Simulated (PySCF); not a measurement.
## GeAs: input and log

State: ²Π (doublet), unpaired electrons π ↑.

An equivalent input (the run itself took its basis sets from the Basis Set Exchange, started from a PBE0 density and held the occupation σ 15α 15β, πx 7α 6β, πy 7α 7β, δx 2α 2β, δy 2α 2β):

```python
from pyscf import gto, dft
mol = gto.M(atom='Ge 0 0 0; As 0 0 2.244', basis={'Ge': 'def2-TZVPPD', 'As': 'def2-TZVPPD'},
            charge=0, spin=1, verbose=4, symmetry='C2v')
mf = dft.UKS(mol, xc='HSE06')
mf.grids.atom_grid = (80, 434)
mf.grids.prune = dft.gen_grid.treutler_prune
mf.irrep_nelec = {'A1': (17, 17), 'A2': (2, 2), 'B1': (7, 6), 'B2': (7, 7)}
mf.conv_tol = 1e-9
mf.max_cycle = 60
mf.diis_space = 10
mf.kernel()
```

The log (some set-up lines and the per-cycle HOMO/LUMO lines removed):

```
******** <class 'pyscf.dft.uks_symm.SymAdaptedUKS'> ********
method = SymAdaptedUKS
damping factor = 0
level_shift factor = 0
DIIS = <class 'pyscf.scf.diis.CDIIS'>
diis_start_cycle = 1
diis_space = 10
diis_damp = 0
SCF conv_tol = 1e-09
SCF conv_tol_grad = None
SCF max_cycles = 60
number electrons alpha = 33  beta = 32
Set gradient conv threshold to 3.16228e-05
init E= -4312.29400213036
cycle= 1 E= -4312.29408810851  delta_E= -8.6e-05  |g|= 0.0181  |ddm|= 0.0443
cycle= 2 E= -4312.29398980325  delta_E= 9.83e-05  |g|= 0.0213  |ddm|= 0.0236
cycle= 3 E= -4312.29407303453  delta_E= -8.32e-05  |g|= 0.00879  |ddm|= 0.0252
cycle= 4 E= -4312.2941366992  delta_E= -6.37e-05  |g|= 0.00049  |ddm|= 0.0103
cycle= 5 E= -4312.29413686776  delta_E= -1.69e-07  |g|= 0.000191  |ddm|= 0.001
cycle= 6 E= -4312.29413707918  delta_E= -2.11e-07  |g|= 0.000103  |ddm|= 0.000765
cycle= 7 E= -4312.29413711234  delta_E= -3.32e-08  |g|= 5.98e-05  |ddm|= 0.00101
cycle= 8 E= -4312.29413729859  delta_E= -1.86e-07  |g|= 2.09e-05  |ddm|= 0.000804
cycle= 9 E= -4312.29413730026  delta_E= -1.67e-09  |g|= 6.04e-06  |ddm|= 0.000172
cycle= 10 E= -4312.29413738878  delta_E= -8.85e-08  |g|= 6.75e-07  |ddm|= 3.29e-05
cycle= 11 E= -4312.29413738878  delta_E= -3.64e-12  |g|= 1.53e-07  |ddm|= 3.56e-06
Extra cycle  E= -4312.29413738878  delta_E= -1.82e-12  |g|= 3.57e-07  |ddm|= 6.78e-07
converged SCF energy = -4312.29413738878  <S^2> = 0.75569117  2S+1 = 2.0056831
```

Repeating this along the bond gives Re = 2.245 Å and ωe = 360 cm⁻¹.

A point of this curve took 7.5 CPU seconds beside 1.5 for the integrals, on Arm Neoverse V1 (shared host).

Spin–orbit coupling is left out. The state was picked by a PBE0 search and need not be the measured ground state.
